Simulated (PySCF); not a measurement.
Vertical excitations of a molecule C₄H₂ClF from TDA-PBE/def2-SVPD (PySCF 2.14.0), as energy in eV (oscillator strength): 4.68 (0.000), 5.15 (0.000), 5.47 (0.205), 5.70 (0.015), 5.94 (0.000), 6.28 (0.001), 6.41 (0.001), 6.69 (0.133), 6.77 (0.008), 6.86 (0.007). Lowest triplet (TDA): 3.22 eV. Coordinates come from a ωB97X-D3(BJ)/def2-SVP optimisation. One conformer was computed; it need not be the lowest.

Task: Pick the molecule that these values belong to.
A. C#C/C=C(\F)Cl
B. C#C/C(Cl)=C\F
C. C#C/C(F)=C\Cl

Result: B, C#C/C(Cl)=C\F
